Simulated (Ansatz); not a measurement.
Cost and result up the ladder for the cluster Cu₈Te₄ (the lowest singlet isomer of a short search) (12 atoms). Total charge 0; singlet. Geometry: PBE-D4/def2-SVP.

```
atom    x (Å)    y (Å)    z (Å)
 Cu1  -1.6192   1.3790  -1.1463
 Cu2   2.3132  -0.6699  -0.1928
 Cu3   0.1166  -1.6266  -0.8005
 Cu4  -2.2063  -0.8224  -0.5416
 Cu5  -0.1166   1.6265   0.8004
 Cu6   0.7561   0.7723  -1.4595
 Cu7  -0.7561  -0.7725   1.4592
 Cu8   1.5122   0.1138   1.8811
 Te9   2.3584   1.9441   0.1764
Te10   1.1846  -2.4592   1.3866
Te11  -0.9704  -0.5262  -2.8557
Te12  -2.5725   1.0411   1.2927
```

Ansatz on 2 threads of AMD EPYC 7R13 on a shared host and a share (18 GiB) of an NVIDIA H100 80GB HBM3. Times are rough, and most runs start from the orbitals of an earlier one. r2SCAN0-D4/def2-TZVP serves as the yardstick here, not as an exact answer. Differences are given only for rows in sets of like size (and for xTB, whose basis is part of the method), since another set adds its own error. Binding counts from free atoms at the same level (Cu doublet, Te triplet; other spins of the atoms weren't run), without zero-point energy or a counterpoise term.

In the def2 sets Te takes a core potential; there is no spin–orbit coupling. Correlated methods freeze 88 core orbitals; core or outer-core shells of Te are correlated, in sets that lack core-valence functions. Single mean-field runs in def2-TZVP are fitted with def2-universal-jkfit. No other spin state of charge 0 was run. The structure comes from a short search, and lower isomers may exist.

Correlated methods converge slowly with the basis.

```
                         level  functions  wall time  binding energy per atom (eV)  difference from r2SCAN0-D4/def2-TZVP (eV)
PBE-D4/def2-TZVP (with forces)        560        6 s                          2.90                                       0.23
               PBE-D4/def2-SVP        352        7 s                          3.35                                          –
           r2SCAN-D4/def2-TZVP        560      7.5 s                          2.90                                       0.23
          r2SCAN0-D4/def2-TZVP        560      7.5 s                          2.67                                       0.00
             PBE0-D4/def2-TZVP        560      8.5 s                          2.70                                       0.02
              PBE0-D4/def2-SVP        352        9 s                          3.04                                          –
                 MP2/def2-TZVP        560       14 s                          2.70                                       0.03
             RPA@PBE/def2-TZVP        560       17 s                          2.32                                      -0.35
```
